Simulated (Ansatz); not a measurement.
## Reading a saddle point

A first-order saddle point of SiH3BrClF, singlet, PBE0-D4/def2-TZVP, with one imaginary mode of 229i cm⁻¹:

```xyz
7
angstrom
Si -0.1604 0.5218 0.1720
F 0.4360 -1.2998 0.5144
H -1.3379 1.1646 -0.4325
H 1.1389 1.2014 0.1500
Cl -0.7927 0.5133 2.1445
H 0.5374 -1.5119 -0.4746
Br 0.1785 -0.5891 -2.0738
```

Computed with Ansatz 0.2.0 (basis: def2-TZVPP and def2-QZVPP); correlated methods freeze the cores. Filled d shells of the heavier atoms are correlated. The def2 sets are not built for correlating such inner shells, so the correlated values are less sure here. Extrapolation: Hartree–Fock as exp(−7.88 √X), correlation as X^−2.97.

Task: Which contacts change along the imaginary mode, and what lies on either side? (A judgement: the text doesn't fix the answer.)

Result: The calculation gives: The step is SiH₂ClF ([F][SiH2][Cl]) + HBr → SiH₂BrCl ([Cl][SiH2][Br]) + HF, with the molecules in contact on both sides. Shortening one way: Si1–Br7, F2–H6; lengthening the same way: Si1–F2, H6–Br7.
```
   pair  one side (Å)  saddle (Å)  other side (Å)
Si1–Br7          3.82        2.53            2.23
  F2–H6          2.44        1.02            0.93
 Si1–F2          1.60        1.95            3.62
 H6–Br7          1.42        1.88            2.43
```

Task: Which side is lower, and how far does the saddle lie above each? (An estimate is asked for; the value comes from the calculation.)

Result: Computed: The side with Si1–F2, H6–Br7 short is lower by 42.0 kJ/mol; the saddle lies 160.3 kJ/mol above it and 118.4 kJ/mol above the other (CCSD(T) at an estimated basis limit (MP2 extrapolated from triple and quadruple zeta, plus CCSD(T) − MP2 in triple zeta); electronic energies).

The T1 diagnostic stays at or below 0.010.

Labels in which every atom is bracketed show which atoms are joined, not bond orders.

For scale, one of the runs: CCSD(T)/def2-TZVPP, 205 basis functions (an equivalent command: `ansatz run in.yaml --threads 4`). The run took 67 s on 4 CPU threads (shared host), with 2.6 GiB of host memory at its peak.
